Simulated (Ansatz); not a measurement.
`C[Se][SnH]([Cl])[Cl]`, charge 0, multiplicity 1.

Task: Give a relaxed structure at PBE0-D4/def2-TZVP (Ansatz). (Best estimate.)

Result: The calculation gave: 
```xyz
9

C    -1.330   -0.086   -1.024
Se   -0.113   -1.554   -0.570
Sn    1.336   -0.204    0.936
Cl    2.126    1.639   -0.240
Cl    0.013    0.743    2.597
H    -1.829    0.277   -0.128
H    -0.784    0.713   -1.520
H    -2.061   -0.515   -1.707
H     2.643   -1.013    1.655
```
Point group Cs.
This is one stationary point; other conformers may exist.
